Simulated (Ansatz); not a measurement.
CH8InNSi (`N[CH]([SiH3])[InH2]`), relaxed with RKS PBE0-D4/def2-TZVP in Ansatz 0.2.0 from a GFN2-xTB geometry. The force threshold is 0.005 eV/Å; the program also tests the step.

Charge 0, multiplicity 1. In takes the def2 core potential.

Start:

```xyz
12

N     0.537    0.597    1.462
C     0.550    0.337    0.061
Si   -0.800    1.301   -0.862
In    0.275   -1.953   -0.343
H    -0.364    0.398    1.884
H     1.267    0.114    1.976
H     1.541    0.567   -0.339
H    -0.684    2.734   -0.569
H    -2.113    0.817   -0.388
H    -0.631    1.035   -2.298
H     0.578   -3.072   -1.742
H    -0.158   -2.873    1.159
```

How much energy does the relaxation release, and in how many steps? (An estimate is asked.)

Ansatz gave: 5.17 kcal/mol, in 10 steps, 1 of them rejected.

Which bonds change most? (Estimate.)

Ansatz gave: C2–In4 from 2.342 to 2.202 Å; In4–H11 from 1.817 to 1.730 Å; In4–H12 from 1.813 to 1.738 Å; N1–C2 from 1.425 to 1.463 Å.

Give the relaxed structure. (Best estimate.)

The calculation gave: 
```xyz
12

N     0.548    0.627    1.511
C     0.532    0.229    0.103
Si   -0.755    1.198   -0.845
In    0.293   -1.920   -0.309
H    -0.352    0.466    1.948
H     1.226    0.102    2.049
H     1.492    0.503   -0.354
H    -0.574    2.672   -0.745
H    -2.113    0.872   -0.315
H    -0.713    0.787   -2.277
H     0.589   -2.671   -1.839
H    -0.172   -2.867    1.072
```
